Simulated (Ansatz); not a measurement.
A first, cheap relaxation of C2H7GeIn.

```yaml
crystal:
  periodic: [false, false, false]
  atoms:
    - {symbol: C, position_ang: [-1.545300, 1.130200, -0.160100]}
    - {symbol: C, position_ang: [-0.385600, 1.226400, -0.717800]}
    - {symbol: In, position_ang: [0.817800, -0.176600, -1.209000]}
    - {symbol: Ge, position_ang: [1.143700, -1.457600, 0.652000]}
    - {symbol: H, position_ang: [-2.029800, 0.207200, 0.057200]}
    - {symbol: H, position_ang: [-2.146500, 2.103000, 0.027300]}
    - {symbol: H, position_ang: [0.094100, 2.187100, -0.962800]}
    - {symbol: H, position_ang: [1.789100, -0.022900, -0.660300]}
    - {symbol: H, position_ang: [0.559100, -0.583400, 1.874700]}
    - {symbol: H, position_ang: [1.919100, -2.641000, 1.232500]}
    - {symbol: H, position_ang: [-0.150400, -2.029200, -0.113400]}
basis:
  gaussian: {orbitals: def2-SVP}
hamiltonian: {xc: pbe, dispersion: d4}
relax: {f_tol: 0.03, max_steps: 200}
```

```sh
$ ansatz run in.yaml --threads 4 --pin off --events-out ev --progress --plain --max-ram 10444MiB
```

Shortened log:

```
Functional definition: PBE
mean field -63847.40653570 eV, -2346.3489128605 hartree, gradient 5.6e-5 eV, S^2 0.000000; 1 other end points of the search recorded, 0 dependent functions left out
relax step   1: F+E_penalty+E_count = -63847.67466717 eV  Δ(F+E_penalty+E_count) = +0.000e0 eV  max|allowed force component| = 2.520e1 eV/Å  Δτ_max = 0.0000 Å  (49 SCF iters, accepted)
mean field -63853.29782820 eV, -2346.5654138665 hartree, gradient 1.9e-5 eV, S^2 0.000000; 0 other end points of the search recorded, 0 dependent functions left out
relax step   2: F+E_penalty+E_count = -63853.55773764 eV  Δ(F+E_penalty+E_count) = -5.883e0 eV  max|allowed force component| = 7.926e0 eV/Å  Δτ_max = 0.1940 Å  (38 SCF iters, accepted)
mean field -63855.47219401 eV, -2346.6453203361 hartree, gradient 1.3e-5 eV, S^2 0.000000; 0 other end points of the search recorded, 0 dependent functions left out
relax step   3: F+E_penalty+E_count = -63855.72609439 eV  Δ(F+E_penalty+E_count) = -2.168e0 eV  max|allowed force component| = 3.746e0 eV/Å  Δτ_max = 0.1935 Å  (37 SCF iters, accepted)
mean field -63856.52431292 eV, -2346.6839849929 hartree, gradient 1.2e-5 eV, S^2 0.000000; 0 other end points of the search recorded, 0 dependent functions left out
relax step   4: F+E_penalty+E_count = -63856.77421541 eV  Δ(F+E_penalty+E_count) = -1.048e0 eV  max|allowed force component| = 1.920e0 eV/Å  Δτ_max = 0.1948 Å  (36 SCF iters, accepted)
mean field -63857.21661048 eV, -2346.7094264590 hartree, gradient 2.5e-5 eV, S^2 0.000000; 0 other end points of the search recorded, 0 dependent functions left out
relax step   5: F+E_penalty+E_count = -63857.47496182 eV  Δ(F+E_penalty+E_count) = -7.007e-1 eV  max|allowed force component| = 1.685e0 eV/Å  Δτ_max = 0.1951 Å  (35 SCF iters, accepted)
mean field -63857.69800033 eV, -2346.7271172098 hartree, gradient 2.0e-5 eV, S^2 0.000000; 0 other end points of the search recorded, 0 dependent functions left out
relax step   6: F+E_penalty+E_count = -63857.96181501 eV  Δ(F+E_penalty+E_count) = -4.869e-1 eV  max|allowed force component| = 1.166e0 eV/Å  Δτ_max = 0.1997 Å  (36 SCF iters, accepted)
mean field -63857.86884470 eV, -2346.7333956247 hartree, gradient 1.6e-5 eV, S^2 0.000000; 0 other end points of the search recorded, 0 dependent functions left out
relax step   7: F+E_penalty+E_count = -63858.15578853 eV  Δ(F+E_penalty+E_count) = -1.940e-1 eV  max|allowed force component| = 8.974e-1 eV/Å  Δτ_max = 0.1947 Å  (30 SCF iters, accepted)
mean field -63857.96167739 eV, -2346.7368071632 hartree, gradient 1.2e-5 eV, S^2 0.000000; 0 other end points of the search recorded, 0 dependent functions left out
relax step   8: F+E_penalty+E_count = -63858.24062494 eV  Δ(F+E_penalty+E_count) = -8.484e-2 eV  max|allowed force component| = 4.637e-1 eV/Å  Δτ_max = 0.1646 Å  (30 SCF iters, accepted)
mean field -63857.99928175 eV, -2346.7381890977 hartree, gradient 2.6e-5 eV, S^2 0.000000; 0 other end points of the search recorded, 0 dependent functions left out
relax step   9: F+E_penalty+E_count = -63858.27579569 eV  Δ(F+E_penalty+E_count) = -3.517e-2 eV  max|allowed force component| = 4.652e-1 eV/Å  Δτ_max = 0.0607 Å  (29 SCF iters, accepted)
mean field -63858.01705129 eV, -2346.7388421164 hartree, gradient 1.4e-5 eV, S^2 0.000000; 0 other end points of the search recorded, 0 dependent functions left out
relax step  10: F+E_penalty+E_count = -63858.29919955 eV  Δ(F+E_penalty+E_count) = -2.340e-2 eV  max|allowed force component| = 2.246e-1 eV/Å  Δτ_max = 0.2000 Å  (31 SCF iters, accepted)
mean field -63857.97550145 eV, -2346.7373151880 hartree, gradient 2.3e-5 eV, S^2 0.000000; 0 other end points of the search recorded, 0 dependent functions left out
relax step  11: F+E_penalty+E_count = -63858.25280679 eV  Δ(F+E_penalty+E_count) = +4.639e-2 eV  max|allowed force component| = 4.321e-1 eV/Å  Δτ_max = 0.2000 Å  (30 SCF iters, rejected (line search))
mean field -63858.02859842 eV, -2346.7392664656 hartree, gradient 1.1e-5 eV, S^2 0.000000; 0 other end points of the search recorded, 0 dependent functions left out
relax step  12: F+E_penalty+E_count = -63858.30787467 eV  Δ(F+E_penalty+E_count) = -8.675e-3 eV  max|allowed force component| = 7.036e-2 eV/Å  Δτ_max = 0.1000 Å  (30 SCF iters, accepted)
mean field -63858.02611881 eV, -2346.7391753415 hartree, gradient 2.2e-5 eV, S^2 0.000000; 0 other end points of the search recorded, 0 dependent functions left out
relax step  13: F+E_penalty+E_count = -63858.30975273 eV  Δ(F+E_penalty+E_count) = -1.878e-3 eV  max|allowed force component| = 7.838e-2 eV/Å  Δτ_max = 0.0913 Å  (30 SCF iters, accepted)
mean field -63858.02842297 eV, -2346.7392600179 hartree, gradient 1.8e-5 eV, S^2 0.000000; 0 other end points of the search recorded, 0 dependent functions left out
relax step  14: F+E_penalty+E_count = -63858.31082389 eV  Δ(F+E_penalty+E_count) = -1.071e-3 eV  max|allowed force component| = 5.508e-2 eV/Å  Δτ_max = 0.0444 Å  (30 SCF iters, accepted)
mean field -63858.02973753 eV, -2346.7393083269 hartree, gradient 1.8e-5 eV, S^2 0.000000; 0 other end points of the search recorded, 0 dependent functions left out
relax step  15: F+E_penalty+E_count = -63858.31142995 eV  Δ(F+E_penalty+E_count) = -6.061e-4 eV  max|allowed force component| = 2.976e-2 eV/Å  Δτ_max = 0.0360 Å  (30 SCF iters, accepted)
mean field -63858.03001743 eV, -2346.7393186133 hartree, gradient 1.9e-5 eV, S^2 0.000000; 0 other end points of the search recorded, 0 dependent functions left out
relax step  16: F+E_penalty+E_count = -63858.31193334 eV  Δ(F+E_penalty+E_count) = -5.034e-4 eV  max|allowed force component| = 4.984e-2 eV/Å  Δτ_max = 0.0534 Å  (30 SCF iters, accepted)
mean field -63858.03056684 eV, -2346.7393388036 hartree, gradient 1.9e-5 eV, S^2 0.000000; 0 other end points of the search recorded, 0 dependent functions left out
relax step  17: F+E_penalty+E_count = -63858.31226999 eV  Δ(F+E_penalty+E_count) = -3.367e-4 eV  max|allowed force component| = 7.708e-2 eV/Å  Δτ_max = 0.0351 Å  (31 SCF iters, accepted)
mean field -63858.03092568 eV, -2346.7393519909 hartree, gradient 1.9e-5 eV, S^2 0.000000; 0 other end points of the search recorded, 0 dependent functions left out
relax step  18: F+E_penalty+E_count = -63858.31263791 eV  Δ(F+E_penalty+E_count) = -3.679e-4 eV  max|allowed force component| = 9.184e-2 eV/Å  Δτ_max = 0.0531 Å  (30 SCF iters, accepted)
mean field -63858.03106417 eV, -2346.7393570802 hartree, gradient 1.9e-5 eV, S^2 0.000000; 0 other end points of the search recorded, 0 dependent functions left out
relax step  19: F+E_penalty+E_count = -63858.31278820 eV  Δ(F+E_penalty+E_count) = -1.503e-4 eV  max|allowed force component| = 1.121e-1 eV/Å  Δτ_max = 0.0380 Å  (30 SCF iters, accepted)
mean field -63858.03109945 eV, -2346.7393583766 hartree, gradient 1.9e-5 eV, S^2 0.000000; 0 other end points of the search recorded, 0 dependent functions left out
relax step  20: F+E_penalty+E_count = -63858.31291488 eV  Δ(F+E_penalty+E_count) = -1.267e-4 eV  max|allowed force component| = 6.562e-2 eV/Å  Δτ_max = 0.0373 Å  (29 SCF iters, accepted)
mean field -63858.03097286 eV, -2346.7393537244 hartree, gradient 1.9e-5 eV, S^2 0.000000; 0 other end points of the search recorded, 0 dependent functions left out
relax step  21: F+E_penalty+E_count = -63858.31286428 eV  Δ(F+E_penalty+E_count) = +5.061e-5 eV  max|allowed force component| = 4.198e-2 eV/Å  Δτ_max = 0.0255 Å  (30 SCF iters, rejected (line search))
mean field -63858.03136563 eV, -2346.7393681587 hartree, gradient 1.9e-5 eV, S^2 0.000000; 0 other end points of the search recorded, 0 dependent functions left out
relax step  22: F+E_penalty+E_count = -63858.31307734 eV  Δ(F+E_penalty+E_count) = -1.625e-4 eV  max|allowed force component| = 9.952e-3 eV/Å  Δτ_max = 0.0121 Å  (31 SCF iters, accepted)
mean field -63858.03136563 eV, -2346.7393681587 hartree, gradient 2.2e-5 eV, S^2 0.000000; 1 other end points of the search recorded, 0 dependent functions left out
Total energy: -63858.31312078 eV, -2346.7497224693 hartree
Atom 0 at    -1.588680     1.148138    -0.258799 Å, force     0.005644     0.009952    -0.001411 eV/Å
Atom 1 at    -0.402497     1.370150    -0.869262 Å, force    -0.003162    -0.001474     0.001332 eV/Å
Atom 2 at     0.276603    -0.110160    -2.471343 Å, force     0.002016    -0.000616     0.000056 eV/Å
Atom 3 at     1.173212    -1.363364     0.852276 Å, force     0.000155     0.000191     0.002748 eV/Å
Atom 4 at    -2.202259     0.247291    -0.469463 Å, force    -0.001537     0.001030     0.000675 eV/Å
Atom 5 at    -2.036875     1.833407     0.489600 Å, force    -0.002481    -0.006335    -0.000193 eV/Å
Atom 6 at     0.130666     2.301433    -0.583808 Å, force    -0.001396    -0.002086    -0.000520 eV/Å
Atom 7 at     2.138734    -0.547243    -0.049861 Å, force    -0.001734    -0.002359    -0.001288 eV/Å
Atom 8 at     0.597820    -0.462659     1.965548 Å, force     0.000238     0.000637    -0.000459 eV/Å
Atom 9 at     1.948660    -2.561843     1.460104 Å, force    -0.000381    -0.000116    -0.002130 eV/Å
Atom 10 at     0.029914    -1.911950    -0.044691 Å, force     0.002638     0.001177     0.001189 eV/Å
Dipole moment:     0.070693    -0.021538     0.039851 e Å
```

It took 56 s on 4 threads of an Arm Neoverse N1 on a shared host, with 0.18 GiB of host memory at the peak.
